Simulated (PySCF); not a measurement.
A structure optimised at r2SCAN-D4/def2-SVP, used in a PySCF frequency run:

```xyz
10

Cd    -0.0202    -0.1126    -0.4560
O     -0.2784    -0.6211    -2.3560
C     -1.4749    -1.0185    -2.9543
H     -2.2702    -0.2421    -2.9260
H     -1.2926    -1.2392    -4.0246
H     -1.9118    -1.9415    -2.5147
Ge     0.4913     0.5559     1.8955
H      1.2632    -0.5455     2.6424
H      1.3406     1.8378     1.9502
H     -0.8039     0.8259     2.6808
```

Write its SMILES and formula.

C[O][Cd][GeH3], CH₆CdGeO

What are its rotational constants (standard atomic weights)?

26.221, 0.81010, 0.79751 GHz
